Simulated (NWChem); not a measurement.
System: WO2F2; SMILES [O]=[W](=[O])([F])[F]

Program: NWChem. Structure relaxed at the PBE0/def2-SVP level. def2 effective core potentials on W; no spin-orbit coupling. Level B3LYP/def2-SVP: energy and gradient; each run changes one setting, and changes count from the defaults (medium grid, exact Coulomb integrals, symmetry on).

| setting | size of the energy change (μHa) | largest change of a gradient component (μHa/bohr) |
|---|---|---|
| defaults | < 10 | < 30 |
| tight SCF thresholds and tolerances | < 10 | < 30 |
| coarse grid | 60 | 400 |
| Becke weights | 70 | 300 |
